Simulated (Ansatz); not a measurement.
H₄Cl₃NSi₂ (SMILES N[SiH2][Si](Cl)(Cl)Cl), singlet, at a GFN2-xTB geometry, with bond 3-1 at 2.4 times its length; SC-NEVPT2/STO-3G, CASSCF(4,6) (Ansatz, a program for electronic structure).

Here is a job for Ansatz.
Ansatz 0.2 input:
```yaml
crystal:
  periodic: [false, false, false]
  atoms:
    - {symbol: Si, position_ang: [0.31724791, 0.03323070, -0.03681187]}
    - {symbol: Cl, position_ang: [0.86208689, -0.71047698, 1.78585603]}
    - {symbol: Cl, position_ang: [0.42718884, 4.90748027, 0.47775262]}
    - {symbol: Cl, position_ang: [1.83919894, -0.43062826, -1.30905226]}
    - {symbol: Si, position_ang: [-1.75212397, -0.76455992, -0.77445890]}
    - {symbol: N, position_ang: [-3.08608355, -0.39533238, 0.24212958]}
    - {symbol: H, position_ang: [-2.08289303, -0.15971324, -2.06518851]}
    - {symbol: H, position_ang: [-1.72330924, -2.22593296, -0.84167032]}
    - {symbol: H, position_ang: [-3.17948077, -0.85423684, 1.13422601]}
    - {symbol: H, position_ang: [-3.41728938, 0.55375118, 0.31082247]}
basis:
  gaussian:
    orbitals: STO-3G
magnetization: {spin_polarized: false}
correlation: {method: sc_nevpt2, electrons: all, active_space: {window: {electrons: 4, orbitals: 6}}}
```

Task: What does Ansatz print? Leave out banner, timings and long lists.

Result: 
```
Functional definition: HF
593 factors; integrals over basis functions are off by at most 4.7e-5 eV
mean field evaluation 1: about -54170.5142 eV, gradient 3.0e1 eV
mean field evaluation 2: about -54170.5777 eV, gradient 3.1e1 eV
mean field evaluation 4: about -54174.6684 eV, gradient 1.1e1 eV
mean field evaluation 8: about -54175.8578 eV, gradient 2.7e0 eV
mean field evaluation 16: about -54176.0964 eV, gradient 2.8e0 eV
mean field evaluation 32: about -54175.5709 eV, gradient 7.9e0 eV
mean field -54176.19612163 eV, -1990.9384855252 hartree, gradient 2.0e-6 eV, S^2 0.000000; 4 other end points of the search recorded, 0 dependent functions left out; unrestricted orbitals would lower it
reference -54176.19612163 eV, -1990.9384855252 hartree; 45, 45 occupied and 9, 9 virtual orbitals, 593 factors
state -54180.31581509 eV, -1991.0898814674 hartree
state -54180.31581509 eV, -1991.0898814674 hartree; corrected -54183.19107639 eV, -1991.1955453713 hartree
Total energy: -54183.19107639 eV, -1991.1955453713 hartree
```
